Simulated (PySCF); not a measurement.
# Fe⁻ (iron, charge -1) across methods

[Ar] 3d7 4s2, high-spin 4F determinant. All numbers are calculated (PySCF 2.14, scalar relativity by spin-free X2C-1e, in x2c-QZVPPall with one added diffuse shell each of s, p, d, f, g type (12s8p6d5f3g, 128 functions)).

```csv
method,E (hartree),mean ε 4s α (eV),mean ε 3d β (eV),mean ε 4s β (eV),Σ⟨r²⟩ (bohr²),⟨S²⟩
wB97M-V,-1272.545,-1.254,-0.996,-0.896,65.90,3.772
TPSSh,-1272.671,0.390,2.019,0.921,68.12,3.794
UHF,-1271.29154,-1.536,-3.755,0.044,89.73,3.986
PBE0,-1272.430,0.091,1.319,0.605,68.92,3.802
revPBE,-1272.586,0.537,2.568,1.023,70.18,3.828
LDA,-1270.143,0.372,2.609,0.834,68.21,3.834
PBE,-1272.442,0.509,2.564,0.975,69.48,3.825
```

(1) Estimate the same row for r2SCAN.

The highest occupied level is positive at TPSSh, UHF, PBE0, revPBE, r2SCAN, LDA, PBE: only the finite basis holds that electron, at UHF too, so the state is unbound at these levels.

Results:

(1) E (hartree) = -1272.632; mean ε 4s α (eV) = 0.331; mean ε 3d β (eV) = 2.534; mean ε 4s β (eV) = 0.893; Σ⟨r²⟩ (bohr²) = 68.87; ⟨S²⟩ = 3.848.
